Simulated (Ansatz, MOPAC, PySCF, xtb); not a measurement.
Noncovalent pair: CH4 (SMILES C) (first 5 atoms) with ClH3Si (SMILES [SiH3]Cl); geometry from B3LYP-D3(BJ)/def2-TZVP, rigid monomers moved along the line of their centres of mass till C1···Si6 is 4.36 Å.
(charge 0, multiplicity 1):
| atom | x (Å) | y (Å) | z (Å) |
|---|---|---|---|
| C | 0.0018 | -0.0905 | 0.2082 |
| H | 0.3848 | -0.0369 | -0.8099 |
| H | -0.3341 | -1.1057 | 0.4154 |
| H | 0.7904 | 0.1814 | 0.9080 |
| H | -0.8348 | 0.5988 | 0.3161 |
| Si | -0.8920 | 0.0346 | 4.4691 |
| Cl | 1.1254 | 0.4687 | 4.5929 |
| H | -1.5522 | 1.0935 | 3.6828 |
| H | -1.4390 | -0.0067 | 5.8395 |
| H | -1.0506 | -1.2759 | 3.8113 |

Interaction energies are E(AB) − E(A) − E(B) at the monomers' geometry in the complex; basis-set methods are counterpoise corrected. Rows marked so take none.

Correlated levels freeze the cores. Rows in 6-31G* carry no dispersion term and start afresh at each structure (6-31G* with six Cartesian d functions). The state that PM7 reach isn't checked; PM7 holds dispersion and hydrogen-bond terms.

Codes used: Ansatz (a first-principles code) with Gaussian orbitals; MOPAC for PM7 (differences of heats of formation); PySCF for 6-31G* rows, the dispersion terms; xtb for the GFN methods. Each number belongs to the level named beside it.

```
level                          interaction energy (kcal/mol)
-----------------------------  -----------------------------
PM7                                                    -0.78
GFN1-xTB                                               -0.75
HF/6-31G*                                               0.03
HF/6-31G* (no counterpoise)                            -0.08
PBE-D4/def2-TZVPPD                                     -0.98
BP86/6-31G* (no counterpoise)                           0.24
B3LYP/6-31G*                                            0.15
wB97X-V/def2-TZVPPD                                    -0.75
CCSD/aug-cc-pV(D+d)Z                                       …
```

Q: What belongs in the gaps?

A: 
- CCSD/aug-cc-pV(D+d)Z, interaction energy (kcal/mol): -0.57
